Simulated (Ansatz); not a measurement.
Cost and result for the atomization energy of C2H5AlBNO, SMILES `C=[N][Al]1[O][B]1C` (11 atoms, 11 bonds).

Cartesian coordinates in Å:
```
C 3.473 0.307 -0.655
N 2.249 0.306 -0.436
Al 0.538 0.444 -0.154
O -0.395 -1.083 0.219
B -1.347 -0.170 0.263
C -2.872 -0.123 0.524
H 3.893 0.182 -1.665
H 4.217 0.427 0.147
H -3.095 0.547 1.359
H -3.268 -1.118 0.747
H -3.393 0.281 -0.349
```

Total charge 0; spin multiplicity 1. All single points use the PBE0-D4/def2-TZVP geometry. It is one conformer, not always the lowest. Program: Ansatz. All runs use 4 threads of an Arm Neoverse V2 on a shared host. Times are those of one run each, without the atoms' runs, and a repeat can differ threefold. Electronic energies, without spin–orbit coupling; frozen cores. CCSD(T)/CBS adds CCSD(T) − MP2 in def2-TZVPP to the MP2 limit, and its time is that of the two runs behind it. T1 = 0.016; the RHF reference is unstable towards UHF. HSE06 is the plane-wave form, built on full-range PBE exchange.

CCSD(T)/CBS is a level of theory with its own doubt, some kJ/mol a heavy atom from the limit and from the frozen cores, so smaller differences don't rank the functionals.

| level | functions | atomization (kcal/mol) | difference from CCSD(T)/CBS | per bond |
| --- | --- | --- | --- | --- |
| PBE-QIDH/def2-TZVPP | 267 | 1047.6 | -3.7 | -0.3 |
| MP2/def2-QZVPP | 505 | 1067.4 | 16.1 | 1.5 |
| ωB97X-V/def2-TZVPP | 267 | 1055.6 | 4.3 | 0.4 |
| B2PLYP/def2-TZVPP | 267 | 1047.3 | -4.0 | -0.4 |
| r2SCAN-D4/def2-TZVPP (with forces) | 267 | 1062.8 | 11.5 | 1.0 |
| PBE0-D4/def2-TZVPP | 267 | 1059.8 | 8.5 | 0.8 |
| BHLYP-D4/def2-TZVPP | 267 | 1017.4 | -33.9 | -3.1 |
| ωB97M-V/def2-TZVPP (with forces) | 267 | 1059.4 | 8.1 | 0.7 |
| HSE06-D4/def2-TZVPP | 267 | 1060.8 | 9.5 | 0.9 |
| CCSD(T)/def2-TZVPP | 267 | 1022.4 | -28.9 | -2.6 |
| BLYP-D4/def2-TZVPP | 267 | 1063.3 | 12.0 | 1.1 |
| CCSD(T)/CBS(def2) | – | 1051.3 | 0.0 | 0.0 |
| CCSD(T)/def2-SVP | 113 | 999.9 | -51.4 | -4.7 |

(1) Order the runs by time, with rough figures. (Estimate.)

## Answers

(1) The calculation gave: BLYP-D4/def2-TZVPP 2.3 s; PBE0-D4/def2-TZVPP 3.2 s; BHLYP-D4/def2-TZVPP 3.4 s; HSE06-D4/def2-TZVPP 3.5 s; r2SCAN-D4/def2-TZVPP (with forces) 5.5 s; B2PLYP/def2-TZVPP 6.5 s; PBE-QIDH/def2-TZVPP 7 s; CCSD(T)/def2-SVP 7 s; ωB97X-V/def2-TZVPP 8 s; ωB97M-V/def2-TZVPP (with forces) 12 s; MP2/def2-QZVPP 28 s; CCSD(T)/def2-TZVPP 3.4 min; CCSD(T)/CBS(def2) 3.9 min.

From PBE to PBE0 (25 % exact exchange), in def2-TZVPP and without D4, the atomization energy moves by −27.9 kcal/mol: exact exchange takes away binding that semilocal exchange gives to molecules. Leaving LDA and LC-ωPBE aside and taking each functional with its dispersion term where it has one, the values, not all of them listed here, spread over 71.1 kcal/mol, from BHLYP-D4 to PBE-D4. LDA lies +134.6 kcal/mol from PBE without D4, its usual overbinding. In def2-TZVPP, CCSD(T) changes the Hartree–Fock value by +272.7 kcal/mol (the triples alone add +20.5 kcal/mol) and MP2 by +300.5 kcal/mol; breaking electron pairs costs correlation energy, which Hartree–Fock lacks.
